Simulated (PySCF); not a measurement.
Radial density of Ar⁺ (argon, charge +1)

CAM-B3LYP, [Ne] 3s1 3p6, 2S determinant (an excited configuration). Computed with PySCF 2.14 in aug-cc-pV(Q+d)Z with one added diffuse shell each of s, p, d, f, g type (8s7p6d4f3g, 114 functions), with the non-relativistic Hamiltonian (point nucleus).

```json
{"r (bohr)": "0.00131", "4πr²ρ (e/bohr)": "0.07922", "4πr²(ρα − ρβ)": "0.0003"}
{"r (bohr)": "0.00221", "4πr²ρ (e/bohr)": "0.2171", "4πr²(ρα − ρβ)": "0.0009"}
{"r (bohr)": "0.00372", "4πr²ρ (e/bohr)": "0.5816", "4πr²(ρα − ρβ)": "0.0024"}
{"r (bohr)": "0.00625", "4πr²ρ (e/bohr)": "1.502", "4πr²(ρα − ρβ)": "0.0063"}
{"r (bohr)": "0.0105", "4πr²ρ (e/bohr)": "3.646", "4πr²(ρα − ρβ)": "0.0151"}
{"r (bohr)": "0.0177", "4πr²ρ (e/bohr)": "7.976", "4πr²(ρα − ρβ)": "0.0325"}
{"r (bohr)": "0.0298", "4πr²ρ (e/bohr)": "14.68", "4πr²(ρα − ρβ)": "0.0569"}
{"r (bohr)": "0.0501", "4πr²ρ (e/bohr)": "20.37", "4πr²(ρα − ρβ)": "0.0657"}
{"r (bohr)": "0.0842", "4πr²ρ (e/bohr)": "18.81", "4πr²(ρα − ρβ)": "0.0265"}
{"r (bohr)": "0.142", "4πr²ρ (e/bohr)": "14.53", "4πr²(ρα − ρβ)": "0.0309"}
{"r (bohr)": "0.238", "4πr²ρ (e/bohr)": "19.65", "4πr²(ρα − ρβ)": "0.2180"}
{"r (bohr)": "0.401", "4πr²ρ (e/bohr)": "17.08", "4πr²(ρα − ρβ)": "0.1050"}
{"r (bohr)": "0.674", "4πr²ρ (e/bohr)": "5.232", "4πr²(ρα − ρβ)": "0.1971"}
{"r (bohr)": "1.13", "4πr²ρ (e/bohr)": "5.316", "4πr²(ρα − ρβ)": "0.9738"}
{"r (bohr)": "1.91", "4πr²ρ (e/bohr)": "2.857", "4πr²(ρα − ρβ)": "0.3154"}
{"r (bohr)": "3.21", "4πr²ρ (e/bohr)": "0.2653", "4πr²(ρα − ρβ)": "-0.0060"}
{"r (bohr)": "5.40", "4πr²ρ (e/bohr)": "0.002508", "4πr²(ρα − ρβ)": "-0.0004"}
```

(1) Where is the radial spin density 4πr²(ρα − ρβ) most negative, and why is it negative at all?

## Answers

(1) Around r = 3.21 bohr, down to -0.0060 e/bohr: exchange with the open shell polarises the paired shells in an unrestricted calculation.
